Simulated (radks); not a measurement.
The numbers below are computed, except where a source is named.
Spherical quantum dot in the effective-mass picture: electrons in a parabolic well V = omega^2 r^2 / 2 with omega = 0.594, with a point charge +1 (a donor) at the centre, all in effective atomic units (hartree* = m*/eps^2 hartree, bohr* = eps/m* bohr), one dielectric constant everywhere. Level of theory: non-relativistic Kohn-Sham, LDA (Slater exchange, Perdew-Wang correlation), spin-polarised, spherical densities (a radial shooting solver with Libxc functionals). Levels are named by radial order and angular momentum (1s, 1p, 1d, 2s, ...), and open shells are averaged over m. Results are scaled to m* = 0.607 and eps = 10.8, for which hartree* = 141.6 meV and bohr* = 0.9415 nm.

N = 25, configuration 1s2 1p6 1d10 2s2 1f(up 5, down 0). This is the lowest configuration that the search found. Occupied and some empty levels:

level    occupation  eigenvalue (meV)  <r> (nm)
1s up             1            1154.0     1.753
1s down           1            1155.6     1.694
1p up             3            1200.5     2.768
1p down           3            1204.9     2.731
2s up             1            1223.5     2.630
2s down           1            1227.6     2.659
1d up             5            1237.8     3.170
1d down           5            1243.2     3.155
1f up             5            1278.9     3.454
1f down           0            1284.7     3.452
2p up             0            1290.5     2.924
2p down           0            1293.9     2.940
1g up             0            1323.9     3.686
1g down           0            1329.8     3.692
2d up             0            1344.1     3.268
2d down           0            1347.7     3.273

Energy (meV): total 18604.7, kinetic 1827.1, external 5450.2, Hartree 12545, exchange-correlation -1217.2.

Electron density:

r (nm)  n(r) (e/nm^3)
0.281          0.5289
0.751          0.2125
1.22           0.1100
1.69          0.09142
2.16           0.1007
2.63           0.1060
3.10          0.09184
3.57          0.06133
4.04          0.03008
4.51          0.01047
4.98         0.002533
5.45        0.0004233
5.92       0.00004947
